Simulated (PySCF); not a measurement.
C3H11BrSi2, SMILES C[Si](C)(C)[SiH2]Br at its GFN2-xTB optimised geometry (Å):

```
17

C      1.6096    -0.6719     0.0000
Si    -0.2965    -0.6719     0.0000
C     -0.9265     1.1303     0.0000
C     -0.9386    -1.5625    -1.5614
Si    -1.0429    -1.7701     1.9134
Br    -3.2632    -2.0550     1.7712
H      2.0123    -1.6811    -0.0035
H      1.9981    -0.1646    -0.8782
H      2.0091    -0.1623     0.8723
H     -0.6003     1.6630    -0.8891
H     -2.0123     1.1707     0.0242
H     -0.5593     1.6811     0.8623
H     -0.5664    -2.5822    -1.6208
H     -2.0242    -1.6114    -1.5686
H     -0.6282    -1.0494    -2.4678
H     -0.5858    -3.1415     2.1381
H     -0.9208    -1.0705     3.1926
```

Computed with PBE/def2-SVP in PySCF 2.14.0.

Map of the HOMO−1 amplitude (bohr^(-3/2)) on the plane z = 1.2 Å; orbital energy -6.54 eV, overall sign arbitrary:

```
|###########################|
|###########################|
|###########################|
|###########################|
|###########################|
|###########################|
|###########################|
|###########################|
|###########################|
|###########################|
|###########################|
|###########################|
|###########################|
|############**#############|
|##%%%%#####****############|
|#%%%%%%####****############|
|%%@@@@%####***#############|
|%%@@@%#####################|
|##%##*****#################|
|**+---=+**#################|
|*+:  .-+**#%%##############|
|+=:  .-+*##%%##############|
|*+=::-=+*##%%##############|
|*++===+**##################|
|**++++***##################|
|********###################|
|*******####################|
```
Scale: ten equal steps from -0.200 (start of ' ') to 0.081 (end of '@'), in the order ' .:-=+*#%@'; x runs from -4.50 to 4.50, y from -4.50 (bottom) to 4.50 (top).
